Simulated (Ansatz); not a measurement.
Gas-phase electronic energies from Ansatz, PBE0-D4/def2-TZVP geometries. CBS: MP2 limit from def2 TZ/QZ plus the TZ coupled-cluster correction, frozen cores. Functionals use def2-TZVPP. def2 core potentials past Kr. For Nb outer-core shells are correlated without core-valence functions, which leaves a few kJ/mol of doubt a bond. One conformer a species, not always the lowest.

`N[Si](N)(N)O` + `[CH3][Nb](=[NH])([F])[Cl]` → `N[Si](N)(O)Cl` + `[CH3][Nb](=[NH])([NH2])[F]`  (redistribution)

`N[Si](N)(N)O`:

Cartesian coordinates in Å:
```
N -1.581 0.430 0.029
Si 0.059 0.008 -0.178
N 0.936 1.443 0.105
N 0.217 -1.403 0.793
O 0.636 -0.425 -1.663
H -1.924 1.303 -0.333
H -2.298 -0.275 0.060
H 0.822 1.972 0.952
H 1.842 1.574 -0.310
H -0.179 -1.406 1.720
H 1.083 -1.918 0.777
H 0.385 -1.303 -1.952
```

`[CH3][Nb](=[NH])([F])[Cl]`:

Cartesian coordinates in Å:
```
C 0.955 0.238 -0.929
Nb -0.247 0.061 0.826
N -1.565 -0.914 0.267
F 0.729 -0.869 2.120
Cl -1.009 2.156 1.397
H 1.278 -0.747 -1.278
H 1.836 0.849 -0.702
H 0.384 0.711 -1.733
H -2.362 -1.486 0.032
```

`N[Si](N)(O)Cl`:

Z-matrix (Å, degrees):
```
Si
N 1 1.694
O 1 1.637 2 119.7
N 1 1.688 2 108.3 3 118.4
Cl 1 2.078 2 103.1 3 -116.8
H 2 1.005 1 121.5 3 91.8
H 2 1.006 1 121.0 3 -62.6
H 3 0.958 1 116.5 2 -87.0
H 4 1.005 1 120.9 2 45.4
H 4 1.006 1 120.8 2 -162.4
```

`[CH3][Nb](=[NH])([NH2])[F]`:

Cartesian coordinates in Å:
```
C -1.173 0.864 -0.817
Nb 0.315 -0.575 -0.207
N 1.830 0.222 -0.541
N 0.217 -0.684 1.748
F 0.022 -2.189 -1.146
H -1.031 1.837 -0.342
H -1.116 1.005 -1.902
H -2.176 0.495 -0.569
H 2.728 0.547 -0.865
H -0.515 -1.186 2.234
H 0.898 -0.337 2.406
```

```json
{"level": "r2SCAN-D4", "ΔE (kJ/mol)": "27.8"}
{"level": "PBE", "ΔE (kJ/mol)": "22.2"}
{"level": "r2SCANh", "ΔE (kJ/mol)": "28.6"}
{"level": "MP2/def2-QZVPP", "ΔE (kJ/mol)": "32.4"}
```

(1) What does CCSD(T)/CBS give? (An estimate is asked.)

(2) What do rigid-rotor, harmonic-oscillator terms from PBE0-D4/def2-TZVP frequencies (298.15 K, 1 bar) make of the CCSD(T)/CBS value? (Estimate.)

Largest T1 diagnostic among the species: 0.020, so the coupled-cluster value is less sure than usual.

Results:

(1) Computed: +27.2 kJ/mol. The listed levels differ from it by 0.6, -5.0, 1.4, 5.2 kJ/mol.

(2) Ansatz gave: ΔZPE = -2.3 kJ/mol, ΔH = +25.1 kJ/mol, ΔS = 1 J/(mol·K), ΔG = +24.9 kJ/mol.

At CCSD(T), def2-SVP lies −8.6 kJ/mol from the extrapolated value and def2-TZVPP +1.9 kJ/mol. Leaving LDA and LC-ωPBE aside and taking each functional with its dispersion term where it has one, the values, not all of them listed here, spread over 9.8 kJ/mol, from revPBE-D4 to B97M-V. From BLYP to BHLYP (50 % exact exchange), in def2-TZVPP and without D4, ΔE moves by +6.9 kJ/mol.
